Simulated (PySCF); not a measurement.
Ge(H)2(F)(Et) (C2H7FGe), SMILES C[CH2][GeH2][F]. Atoms are numbered in the order given.

```xyz
11

Ge     0.5399     0.3965    -0.1736
F      1.1985    -0.8565     0.8710
C     -1.2343    -0.2324    -0.7104
C     -2.1337    -0.5518     0.4878
H      0.4850     1.6723     0.6938
H      1.5297     0.5389    -1.3484
H     -1.6826     0.5425    -1.3562
H     -1.0859    -1.1224    -1.3441
H     -1.6729    -1.3147     1.1342
H     -2.3126     0.3415     1.1083
H     -3.1160    -0.9324     0.1642
```
Charge 0, spin multiplicity 1.

Coordinates come from a B3LYP-D3(BJ)/def2-SVP optimisation. Other conformers were not sampled.

Two levels are set side by side: PBE/pcSseg-1 (PySCF) and KT2/pcSseg-1 (PySCF). GIAO shifts against CFCl3 (¹⁹F), GeH4 (⁷³Ge), TMS (¹H), TMS (¹³C) at the same level; non-relativistic, no solvent, atoms listed together averaged. Differences are taken from unrounded values.

| quantity | KT2 | PBE | PBE minus KT2 |
|---|---|---|---|
| δ(⁷³Ge) of Ge1 (ppm) | 389.9 | 400.1 | 10.2 |
| δ(¹⁹F) of F2 (ppm) | -287.1 | -279.6 | 7.6 |
| δ(¹³C) of C3 (ppm) | 18.2 | 18.8 | 0.6 |
| δ(¹³C) of C4 (ppm) | 12.7 | 12.3 | -0.4 |

Rough cost on one machine, each run with all the roots and properties that it gave: KT2 against PBE within a factor of 2.
